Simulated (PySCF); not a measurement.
Se(iPr)(NH2) (C₃H₉NSe), SMILES CC(C)[Se]N.

Coordinates come from a ωB97X-D3(BJ)/def2-SVP optimisation. Other conformers were not sampled.

Computed with TDDFT-PBE0/def2-SVPD (PySCF).

Vertical excitations. 

**Question.** List the lowest excited states. (The exact figures need the calculation; the answer reports its results.)

**Answer.** 
| state | energy (eV) | λ (nm) | f | main pairs |
|---|---|---|---|---|
| S1 | 4.63 | 268 | 0.001 | HOMO→LUMO 94 % |
| S2 | 5.55 | 223 | 0.019 | HOMO→LUMO+1 90 % |
| S3 | 5.71 | 217 | 0.007 | HOMO−1→LUMO 97 % |
| S4 | 5.94 | 209 | 0.030 | HOMO→LUMO+2 91 % |
| S5 | 6.31 | 196 | 0.022 | HOMO→LUMO+3 93 % |
| S6 | 6.73 | 184 | 0.008 | HOMO−1→LUMO+1 63 %, HOMO→LUMO+4 31 % |
| S7 | 6.77 | 183 | 0.022 | HOMO→LUMO+4 49 %, HOMO−1→LUMO+1 28 %, HOMO→LUMO+5 14 % |
| S8 | 6.89 | 180 | 0.027 | HOMO→LUMO+5 77 %, HOMO→LUMO+4 13 % |
| S9 | 7.29 | 170 | 0.057 | HOMO−1→LUMO+2 89 % |
| S10 | 7.42 | 167 | 0.010 | HOMO−1→LUMO+3 94 % |
| T1 | 4.01 | 309 | 0 | HOMO→LUMO 89 % |
| T2 | 5.11 | 243 | 0 | HOMO→LUMO+1 49 %, HOMO→LUMO+2 30 %, HOMO→LUMO+4 10 % |
| T3 | 5.22 | 238 | 0 | HOMO−1→LUMO 91 % |
| T4 | 5.61 | 221 | 0 | HOMO→LUMO+2 49 %, HOMO→LUMO+1 37 % |
Triplets are in the Tamm–Dancoff approximation, which puts them higher than full response would, so one can lie above its singlet here.
